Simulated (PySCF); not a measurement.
Simulated C 1s region for `[H]/N=C/[C@@H]1CC[BH2-][N+]1(C)C`, binding energy against the vacuum level.

Every computed line was given a Gaussian of 0.5 eV full width at half maximum and an area set by the number of equivalent atoms; the highest printed point is 100. Computed with delta-SCF UKS SCAN, pcX-2 on the ionised atom, pcseg-1 elsewhere, spin-free X2C (PySCF 2.14.0).

binding energy (eV), intensity and a bar:
```
    288.4          0 
    288.5          1 
    288.6          4 #
    288.7          9 ###
    288.8         18 #####
    288.9         29 #########
    289.0         37 ###########
    289.1         39 ############
    289.2         32 ##########
    289.3         21 ######
    289.4         11 ###
    289.5          5 #
    289.6          2 
    289.7          1 
    289.8          1 
    289.9          2 
    290.0          5 #
    290.1         11 ###
    290.2         21 ######
    290.3         31 #########
    290.4         38 ############
    290.5         38 ###########
    290.6         29 #########
    290.7         18 ######
    290.8          9 ###
    290.9          4 #
    291.0          2 
    291.1          2 #
    291.2          6 ##
    291.3         15 #####
    291.4         31 #########
    291.5         53 ################
    291.6         76 #######################
    291.7         93 ############################
    291.8        100 ##############################
    291.9         97 #############################
    292.0         87 ##########################
    292.1         76 #######################
    292.2         64 ###################
    292.3         51 ###############
    292.4         37 ###########
    292.5         23 #######
    292.6         12 ###
    292.7          5 #
    292.8          2 
    292.9          0 
    293.0          0
```

**Question.** Count the maxima, the lines and the sites behind this envelope.

**Answer.** The curve has 3 maxima (at 289.1, 290.4 and 291.8 eV). Under it lie 6 lines from 6 inequivalent carbon sites. At this width some lines have no maximum of their own.

**Question.** Decompose the envelope and assign each component. Numbering: `[H]/[N:9]=[CH:8]/[C@H:7]1[N+:2]([CH3:1])([CH3:3])[BH2-:4][CH2:5][CH2:6]1`.

**Answer.** 
```csv
position (eV),relative area,line,atoms,environment
289.06,1,C 1s,C5,sp3 carbon bound to boron
290.44,1,C 1s,C6,ring CH2 carbon
291.63,1,C 1s,C7,sp3 carbon bound to nitrogen
291.78,1,C 1s,C1,N-methyl carbon
291.96,1,C 1s,C3,N-methyl carbon
292.27,1,C 1s,C8,imine carbon
```

**Question.** What are the centre and the root-mean-square width of the whole band?

**Answer.** The area-weighted mean of the lines is 291.19 eV. Their own spread about it is 1.11 eV (rms) and each Gaussian has σ = 0.5/2.355 = 0.21 eV; the variances add, which gives 1.13 eV.

Lowest listed C 1s: C5, bonded to C, 2 H and B. Highest, 3.21 eV above it: C8, bonded to N (double bond), C and H. Summing the Pauling electronegativity differences to the bonded atoms, each weighted by its formal bond order, gives -1.21 for the lowest site and +0.63 for the highest; no listed site has a larger sum than the highest.

Shake-up satellites, vibrational structure and lifetime widths aren't simulated. The unrestricted hole states depart most from a pure doublet (⟨S²⟩ = 0.75; over 0.85 named) for C 1s of C8 (0.87), which makes this value less certain. Isolated species at its PBE0-D3(BJ)/def2-SVP geometry (one conformer only).
